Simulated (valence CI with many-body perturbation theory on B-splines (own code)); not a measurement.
Values are calculated unless marked as measured or tabulated.
# Sensitivity of CI+MBPT for In XXIX

Method: relativistic CI+MBPT: three valence electrons over a frozen Dirac-Fock core [Ar], radial functions for each j: 6 s, 6 p, 5 d, 5 f, 1 g, with the one-electron correlation potential Σ1 (screened to all orders), the two-electron term Σ2, the three-electron term Σ3, Breit, model QED; selected single and double excitations, second order for the rest, scaled by the run's own slope (own B-spline code, finite nucleus).

The last digits are not significant, and no measured levels were compared; by estimate large intervals hold to a few tenths of a per cent, small ones and those within an open d or f shell to about a per cent. Only levels of the ground parity were solved; by the run's estimate the other parity begins above the list, which can be wrong where configurations are misplaced.

The reference run has the lowest level (3d3/2^3) J=3/2 and an ionisation energy of 1575.90 eV. Its largest variational space holds 2233 state functions.

Levels are named by their leading jj configuration (3d3/2^4 stands for four electrons in 3d with j = 3/2), which in mixed levels can hold well under half, so a name can repeat and another be missing. Letters in brackets count levels of one name in rising energy.

Changed runs:
A. shift of the energy in Σ1 (hartree) 0 → 10.678
B. highest l in the core sums 6 → 7
C. highest l with Σ1, explicit Σ2 and valence Breit (higher l get mean screening factors) 3 → 2
D. factor on the speed of light 1 → 1.1 (bad on purpose)

Excitation energies of the reference run in cm⁻¹, and shifts in cm⁻¹:

| Level | Reference | A | B | C | D |
| --- | --- | --- | --- | --- | --- |
| (3d3/2^2 3d5/2) J=5/2 | 47717 | +325 | -0.7 | -64 | -10854 |
| (3d3/2^2 3d5/2) J=7/2 | 79120 | +429 | -0.9 | +11 | -14580 |
| (3d3/2^2 3d5/2) J=3/2 | 91436 | +246 | -0.4 | +41 | -7749 |
| (3d3/2^2 3d5/2) J=9/2 | 94936 | +394 | -0.7 | +185 | -13391 |
| (3d3/2^2 3d5/2) J=1/2 | 107220 | +307 | -0.5 | -12 | -10090 |
| (3d3/2 3d5/2^2) J=7/2 [a] | 149140 | +594 | -1.1 | +280 | -19311 |
| (3d3/2 3d5/2^2) J=9/2 | 156883 | +655 | -1.2 | +272 | -21030 |
| (3d3/2 3d5/2^2) J=5/2 [a] | 159633 | +544 | -1.0 | +10 | -18701 |
| (3d3/2 3d5/2^2) J=3/2 [a] | 181187 | +663 | -1.2 | +134 | -22278 |
| (3d3/2 3d5/2^2) J=1/2 | 192067 | +682 | -1.2 | +109 | -22884 |
| (3d3/2 3d5/2^2) J=11/2 | 203852 | +693 | -1.1 | +548 | -22558 |
| (3d3/2 3d5/2^2) J=5/2 [b] | 219326 | +729 | -1.2 | +269 | -24775 |
| Ionisation energy (eV) | 1575.90 | +0.47 | -0.017 | -0.025 | -0.09 |
